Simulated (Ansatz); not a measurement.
Ansatz (a first-principles code) input:

Ansatz 0.2 input:
```yaml
crystal:
  periodic: [false, false, false]
  atoms:
    - {symbol: C, position_ang: [-0.92163447, 0.85846089, -0.08210420]}
    - {symbol: C, position_ang: [0.27408946, 1.16143559, -0.18335295]}
    - {symbol: C, position_ang: [1.16630717, -0.19502402, -0.02681624]}
    - {symbol: C, position_ang: [0.41382557, -1.17441762, 0.15256804]}
    - {symbol: C, position_ang: [-0.93080589, -0.63898525, 0.13793765]}
    - {symbol: H, position_ang: [-1.80314270, 1.47249542, -0.13026595]}
    - {symbol: H, position_ang: [0.73104693, 2.12920132, -0.34698905]}
    - {symbol: H, position_ang: [2.24864719, -0.18047456, -0.08037669]}
    - {symbol: H, position_ang: [0.66877027, -2.21089137, 0.29246139]}
    - {symbol: H, position_ang: [-1.83061035, -1.23103754, 0.26751494]}
basis:
  gaussian:
    orbitals: def2-TZVP
hamiltonian:
  xc: b3lyp
  dispersion: d3bj
magnetization: {spin_polarized: true, initial_magnetization: 1}
relax: {f_tol: 0.002, max_steps: 150}
```

Q: Predict the final energy.

A: -193.55068 Eh (B3LYP-D3(BJ)/def2-TZVP). The basis has 185 functions.

It need not be the lowest isomer of its formula.
